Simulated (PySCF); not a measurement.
Sn(H)4 cation (H4Sn), SMILES [SnH4] (connectivity only; charge and spin as stated), charge +1, multiplicity 2.

Coordinates come from a B3LYP-D3(BJ)/def2-TZVPD optimisation. A frequency run showed that this geometry is not a minimum. The multiplicity is an assumed one; other spin states were not compared. The isomer is the one that the SMILES or the coordinates give; other isomers of the formula were not compared. The def2 effective core potentials stand for the cores of Sn; spin–orbit coupling is left out.

Two levels are set side by side: PBE/def2-TZVPD (PySCF) and ωB97X/def2-TZVPD (PySCF). Same geometry, gas phase. Differences are taken from unrounded values.

```
quantity                     ωB97X
---------------------------  -----
α-spin orbital gap (eV)      11.90
β-spin orbital gap (eV)       7.62
mean polarisability (bohr³)   45.0
```

### Question
What does PBE give, and how far is it from ωB97X? (The exact figures need the calculation; the answer reports its results.)

### Answer

```tsv
quantity	PBE	PBE minus ωB97X
α-spin orbital gap (eV)	5.34	-6.56
β-spin orbital gap (eV)	1.96	-5.66
mean polarisability (bohr³)	41.8	-3.2
```

Rough cost on one machine, each run with all the roots and properties that it gave: ωB97X against PBE within a factor of 2.
